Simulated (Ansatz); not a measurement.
```yaml
crystal:
  periodic: [false, false, false]
  atoms:
    - {symbol: F, position_ang: [2.679566, -3.413145, 1.330582]}
    - {symbol: Ge, position_ang: [1.778534, -0.577735, -0.449469]}
    - {symbol: O, position_ang: [-1.835849, -0.834843, -1.140580]}
    - {symbol: Al, position_ang: [-1.930001, 1.818282, 0.946693]}
    - {symbol: H, position_ang: [3.399038, -0.863327, -3.029663]}
    - {symbol: H, position_ang: [-4.007752, 3.743779, 2.250965]}
basis:
  gaussian: {orbitals: STO-3G}
hamiltonian: {xc: {name: HSE06}}
correlation: {method: rpa, electrons: outside_noble_gas}
```

```sh
$ ansatz run in.yaml --threads 2 --pin off --events-out ev --progress --plain --max-ram 4352MiB
```

Shortened log:

```
Functional definition: HSE06
415 factors; integrals over basis functions are off by at most 2.2e-5 eV
63 factors; integrals over basis functions are off by at most 1.9e-7 eV
mean field evaluation 1: about -66929.7897 eV, gradient 6.8e1 eV
mean field evaluation 2: about -66929.7879 eV, gradient 6.8e1 eV
mean field evaluation 4: about -66983.4176 eV, gradient 8.1e1 eV
mean field evaluation 8: about -66987.5080 eV, gradient 6.4e1 eV
mean field evaluation 16: about -67069.4352 eV, gradient 3.5e0 eV
mean field evaluation 32: about -67069.8882 eV, gradient 6.4e-4 eV
mean field -67069.88823357 eV, -2464.7729309806 hartree, gradient 3.1e-8 eV, S^2 0.000000; 10 other end points of the search recorded, 0 dependent functions left out; unrestricted orbitals would lower it
unrestricted determinant -67026.69556275 eV, -2463.1856296049 hartree, S^2 3.8540
21 core orbitals not correlated, not the lowest: weight in the atoms' cores, before any rotation towards them, 0.974 or more for the frozen orbitals, at most 0.002 for the correlated occupied ones
reference -67010.23155217 eV, -2462.5805883758 hartree; 11, 11 occupied and 7, 7 virtual orbitals, 415 factors
Total energy: -67027.20753331 eV, -2463.2044441762 hartree
```

**Question.** What is wrong with this run?

**Answer.** The coordinates are in bohr but typed as ångström. The calculation finished and met its thresholds. The result belongs to that input, not to the molecule as meant.

HSE06 is defined as in plane-wave codes.
